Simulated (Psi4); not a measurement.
trichloroethylene (C2HCl3), singlet, geometry from GFN2-xTB; FNO-CCSD(T)/6-31G (Psi4).

Input for Psi4:
```
memory 2 GB

molecule {
0 1
Cl    2.16430428    0.65063115   -0.02488394
C     0.96868077   -0.56892736   -0.03455329
C    -0.33236363   -0.29237070   -0.00141803
Cl   -0.96728152    1.29724732    0.05435331
Cl   -1.50022928   -1.55086072   -0.01269355
H     1.33660808   -1.58151327   -0.06936094
}

set {
  basis 6-31g
}

energy('fno-ccsd(t)')
print_variables()
```

The log (banner, timings and long lists left out):

```
   => Loading Basis Set <=

    Name: 6-31G
    Role: ORBITAL
    Keyword: BASIS

         ---------------------------------------------------------
                                   SCF
               by Justin Turney, Rob Parrish, Andy Simmonett
                          and Daniel G. A. Smith
                              RHF Reference
         ---------------------------------------------------------

  ==> Geometry <==

    Molecular point group: cs
    Full point group: Cs

    Geometry (in Angstrom), charge = 0, multiplicity = 1:

       Center              X                  Y                   Z               Mass
    ------------   -----------------  -----------------  -----------------  -----------------
         CL           0.634661693594    -2.177194590188     0.000000000000    34.968852682000
         C           -0.584708280008    -0.981339707359     0.000000000000    12.000000000000
         C           -0.307352315165     0.319956466148     0.000000000000    12.000000000000
         CL           1.283194715206     0.954997223180     0.000000000000    34.968852682000
         CL          -1.565683089821     1.488048117430     0.000000000000    34.968852682000
         H           -1.597866411652    -1.349338217350     0.000000000000     1.007825032230

  Running in cs symmetry.

  Rotational constants: A =      0.13292  B =      0.05138  C =      0.03706 [cm^-1]
  Rotational constants: A =   3984.96803  B =   1540.43446  C =   1110.97464 [MHz]
  Nuclear repulsion =  319.664287452167741

  Charge       = 0
  Multiplicity = 1
  Electrons    = 64
  Nalpha       = 32
  Nbeta        = 32

  ==> Algorithm <==

  SCF Algorithm Type is PK.
  DIIS enabled.
  MOM disabled.
  Fractional occupation disabled.
  Guess Type is SAD.
  Energy threshold   = 1.00e-08
  Density threshold  = 1.00e-08
  Integral threshold = 1.00e-12

  ==> Primary Basis <==

  Basis Set: 6-31G
    Blend: 6-31G
    Number of shells: 33
    Number of basis functions: 59
    Number of Cartesian functions: 59
    Spherical Harmonics?: false
    Max angular momentum: 1

  ==> Integral Setup <==

  Using in-core PK algorithm.
   Calculation information:
      Number of atoms:                   6
      Number of AO shells:              33
      Number of primitives:            110
      Number of atomic orbitals:        59
      Number of basis functions:        59

      Integral cutoff                 1.00e-12
      Number of threads:                 1

  Performing in-core PK
  Using 3134670 doubles for integral storage.
  We computed 130413 shell quartets total.
  Whereas there are 157641 unique shell quartets.

  ==> DiskJK: Disk-Based J/K Matrices <==

    J tasked:                  Yes
    K tasked:                  Yes
    wK tasked:                  No
    Schwarz Cutoff:          1E-12

  Minimum eigenvalue in the overlap matrix is 6.4911578409E-03.
  Reciprocal condition number of the overlap matrix is 1.4440725032E-03.
    Using symmetric orthogonalization.

  ==> Pre-Iterations <==

  SCF Guess: Superposition of Atomic Densities via on-the-fly atomic UHF (no occupation information).

   -------------------------
    Irrep   Nso     Nmo
   -------------------------
     A'        46      46
     A"        13      13
   -------------------------
    Total      59      59
   -------------------------

  ==> Iterations <==

                        Total Energy        Delta E     RMS |[F,P]|

   @RHF iter SAD: -1454.62097112979177   -1.45462e+03   0.00000e+00
   @RHF iter   1: -1454.55235813322088    6.86130e-02   5.48030e-03 DIIS/ADIIS
   @RHF iter   2: -1454.59113384303623   -3.87757e-02   3.30811e-03 DIIS/ADIIS
   @RHF iter   3: -1454.60434900916925   -1.32152e-02   5.69345e-04 DIIS/ADIIS
   @RHF iter   4: -1454.60535857639798   -1.00957e-03   1.56211e-04 DIIS/ADIIS
   @RHF iter   5: -1454.60542874274574   -7.01663e-05   5.79772e-05 DIIS
   @RHF iter   6: -1454.60543748975851   -8.74701e-06   1.65899e-05 DIIS
   @RHF iter   7: -1454.60543829136259   -8.01604e-07   3.15615e-06 DIIS
   @RHF iter   8: -1454.60543832643611   -3.50735e-08   9.68461e-07 DIIS
   @RHF iter   9: -1454.60543832976737   -3.33125e-09   2.96032e-07 DIIS
   @RHF iter  10: -1454.60543833006227   -2.94904e-10   3.67794e-08 DIIS
   @RHF iter  11: -1454.60543833006636   -4.09273e-12   8.12004e-09 DIIS
  Energy and wave function converged.

  ==> Post-Iterations <==

    Orbital Energies [Eh]
    ---------------------

    Doubly Occupied:

       1Ap  -104.860412     2Ap  -104.858699     3Ap  -104.851113
       4Ap   -11.396266     5Ap   -11.347301     6Ap   -10.602270
       7Ap   -10.600605     8Ap   -10.593514     9Ap    -8.070922
      10Ap    -8.069241    11Ap    -8.066194     1App   -8.066005
      12Ap    -8.064437     2App   -8.064352    13Ap    -8.062144
      14Ap    -8.057445     3App   -8.057400    15Ap    -1.265099
      16Ap    -1.182204    17Ap    -1.137378    18Ap    -1.007876
      19Ap    -0.784252    20Ap    -0.693627    21Ap    -0.651559
       4App   -0.603756    22Ap    -0.565176     5App   -0.517120
      23Ap    -0.506630     6App   -0.491239    24Ap    -0.488353
      25Ap    -0.464978     7App   -0.376564

    Virtual:

       8App    0.115583    26Ap     0.160093    27Ap     0.165296
      28Ap     0.219180    29Ap     0.332788    30Ap     0.441879
      31Ap     0.473925    32Ap     0.535118     9App    0.578921
      33Ap     0.595994    34Ap     0.607184    10App    0.616533
      35Ap     0.622586    36Ap     0.626426    37Ap     0.659958
      11App    0.671384    38Ap     0.753580    12App    0.775679
      39Ap     0.779040    40Ap     0.791180    13App    0.864708
      41Ap     0.940305    42Ap     1.043836    43Ap     1.106390
      44Ap     1.146861    45Ap     1.357569    46Ap     1.471871

    Final Occupation by Irrep:
             Ap   App
    DOCC [    25,    7 ]
    NA   [    25,    7 ]
    NB   [    25,    7 ]

  @RHF Final Energy: -1454.60543833006636

   => Energetics <=

    Nuclear Repulsion Energy =            319.6642874521677413
    One-Electron Energy =               -2643.6911915026003044
    Two-Electron Energy =                 869.4214657203664274
    Total Energy =                      -1454.6054383300661357

Computation Completed

Properties will be evaluated at   0.000000,   0.000000,   0.000000 [a0]

Properties computed using the SCF density matrix

 Multipole Moments:

 ------------------------------------------------------------------------------------
     Multipole            Electronic (a.u.)      Nuclear  (a.u.)        Total (a.u.)
 ------------------------------------------------------------------------------------

 L = 1.  Multiply by 2.5417464519 to convert [e a0] to [Debye]
 Dipole X            :          1.3035138           -1.8203421           -0.5168283
 Dipole Y            :          1.2655449           -1.5083320           -0.2427870
 Dipole Z            :          0.0000000            0.0000000            0.0000000
 Magnitude           :                                                    0.5710141

 ------------------------------------------------------------------------------------

 MINTS: Wrapper to libmints.
   by Justin Turney

   Calculation information:
      Number of threads:                 1
      Number of atoms:                   6
      Number of AO shells:              33
      Number of SO shells:              33
      Number of primitives:            110
      Number of atomic orbitals:        59
      Number of basis functions:        59

      Number of irreps:                  2
      Integral cutoff                 1.00e-12
      Number of functions per irrep: [  46   13 ]

 OEINTS: Overlap, kinetic, potential, dipole, and quadrupole integrals
         stored in file 35.

      Computed 728046 non-zero two-electron integrals.
        Stored in file 33.

Traceback (most recent call last):
  File "psi4", line 375, in <module>
  File "<string>", line 26, in <module>
  File "site-packages/psi4/driver/driver.py", line 533, in energy
  File "site-packages/psi4/driver/procrouting/proc.py", line 939, in select_fnoccsd_t_
  File "site-packages/psi4/driver/procrouting/proc.py", line 5712, in run_fnocc

RuntimeError:
Fatal Error: ndocc must be less than nvirt
The most recent 5 function calls were:

psi::PsiException::PsiException(std::__cxx11::basic_string<char, std::char_traits<char>, std::allocator<char> >, char const*, int)

Printing out the relevant lines from the Psithon --> Python processed input file:
    Cl   -1.50022928   -1.55086072   -0.01269355
    H     1.33660808   -1.58151327   -0.06936094
    """)
    core.IO.set_default_namespace("")
    core.set_global_option("BASIS", "6-31g")
--> energy('fno-ccsd(t)')
    print_variables()

!----------------------------------------------------------------------------------!
!                                                                                  !
! Fatal Error: ndocc must be less than nvirt                                       !
! The most recent 5 function calls were:                                           !
! psi::PsiException::PsiException(std::__cxx11::basic_string<char,                 !
!     std::char_traits<char>, std::allocator<char> >, char const*, int)            !
!                                                                                  !
!----------------------------------------------------------------------------------!
```

The run crashed.
